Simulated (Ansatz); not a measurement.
Molecule: MgI, charge 0, multiplicity 2. 
Geometry from a B3LYP-D3(BJ)/def2-TZVP (Ansatz, an electronic-structure program) optimisation:
SMILES: [Mg][I]
```xyz
2

Mg     0.0000     0.0000    -2.1254
I      0.0000     0.0000     0.4812
```
Charge 0, spin multiplicity 2.

Total electronic energies in hartree. Correlated levels leave the core frozen unless marked. Open shells are spin-unrestricted. Spin-orbit coupling is left out. Frozen are the shells of the preceding noble gas and the d and f shells that filled before the atom's block. In def2 rows, elements after Kr have scalar-relativistic effective core potentials. STO-3G rows are all-electron and non-relativistic. CBS marks a two-point X^-3 extrapolation of the correlation energy; Hartree-Fock from the larger set.

```csv
level,program,energy (Eh)
HF/def2-QZVPPD,Ansatz,-496.34638
revPBE-D4/def2-TZVPD,Ansatz + dftd4,-497.83025
r2SCAN/def2-TZVPD,Ansatz,-497.92116
LC-wPBE/def2-TZVPD,Ansatz,-497.78768
MP2/def2-TZVPP,Ansatz,-496.48666
"MP2/CBS(def2-TZVPP,def2-QZVPP)",Ansatz,-496.5353
CCSD(T)/STO-3G,Ansatz,-7047.84376
CCSDT/def2-SVP,Ansatz,-496.37857
"CCSD(T)/CBS(def2-TZVPPD,def2-QZVPPD)",Ansatz,-496.5608
```

Totals of different functionals don't rank their quality; only differences between species are comparable.
